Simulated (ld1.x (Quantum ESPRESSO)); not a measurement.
# Ag: one change to a PAW potential, before and after

| Quantity | Value |
| --- | --- |
| Element | silver (Ag) |
| Generator | ld1.x (Quantum ESPRESSO) 7.5 |
| Type | PAW |
| Functional | LDA (PZ) |
| Relativity | scalar-relativistic |
| Frozen core | [Kr] |
| Valence charge | 11 |
| Reference configuration | 4d10 5s1 5p0 |
| Partial waves | 5s (bound): rcut 1.65, rcutus 2.20 bohr; 5s channel at 0.8 Ry: rcut 1.65, rcutus 2.20 bohr; 5p (bound, empty): rcut 2.80, rcutus 3.55 bohr; 5p channel at 0.85 Ry: rcut 2.80, rcutus 3.55 bohr; 4d (bound): rcut 1.80, rcutus 2.20 bohr; 4d channel at -0.1 Ry: rcut 1.80, rcutus 2.20 bohr |
| Local potential | all-electron potential smoothed inside 2.45 bohr (lloc = -1) |
| Core correction | Bessel-smoothed model core, default radius (core density twice the valence density) |
| Augmentation charge | BESSEL, radius 1.70 bohr |

Change: wave 4d channel at -0.1 Ry: rcut 1.80, rcutus 2.20 bohr becomes 4d channel at 6.31 Ry: rcut 1.80, rcutus 2.20 bohr.

Cutoffs: the cutoffs (Ry, on a coarse ladder) from which the occupation-weighted sum of valence levels, in a spherical-Bessel basis at the reference potential, stays within 10 and 1 mRy of its value at 400 Ry; they do not see the model core or the augmentation charge, which bear on the density cutoff. Errors are all-electron minus pseudo energies relative to the spin-unpolarised reference configuration.

Q: How do hardness, ghosts and transferability respond?

A: The potential gets neither clearly harder nor softer (21 Ry and 35 Ry → 21 Ry and 35 Ry); of the 9 tests that both files solve, the error grows in 4 and shrinks in 3 by more than 15 % and 0.3 meV (median size 42.5 → 24.5 meV); the range in which the d phases agree narrows (upper end 3.4 → 0.6); neither file shows a bound ghost.

| quantity | base | changed |
| --- | --- | --- |
| cutoff, loose | 21 Ry | 21 Ry |
| cutoff, tight | 35 Ry | 35 Ry |
| bound ghosts | none | none |
| error for 4d10 5s0 5p0, meV [ΔE 8.10 eV] | -3.5 | -7.3 |
| error for 4d9 5s0 5p0, meV [ΔE 30.49 eV] | -55 | -65 |
| error for 4d8 5s0 5p0, meV [ΔE 66.92 eV] | -349 | -290 |
| error for 4d9 5s1 5p1, meV [ΔE 8.57 eV] | -29 | -25 |
| error for 4d10 5s0.5 5p0, meV [ΔE 3.19 eV] | -1.1 | -1.9 |
| error for 4d9 5s2 5p0, meV [ΔE 3.96 eV] | -42 | -21 |
| error for 4d7 5s0 5p0, meV [ΔE 118.85 eV] | -1103 | -856 |
| error for 4d10 5s1 5p0 (spin-polarised), meV [ΔE -0.15 eV] | -0.2 | -0.2 |
| error for 4d9 5s0 5p0 (spin-polarised), meV [ΔE 30.32 eV] | -55 | -65 |
| s: phases at 3.83 bohr within 0.05 rad from the reference energy up to (Ry; the scan ends near 5) | 3.4 | 3.4 |
| p: phases at 3.83 bohr within 0.05 rad from the reference energy up to (Ry; the scan ends near 5) | 2.0 | 2.0 |
| d: phases at 3.83 bohr within 0.05 rad from the reference energy up to (Ry; the scan ends near 5) | 3.4 | 0.6 |
| lowest overlap eigenvalue by channel | s 0.46, p 0.56, d 0.99 | s 0.46, p 0.56, d 0.75 |
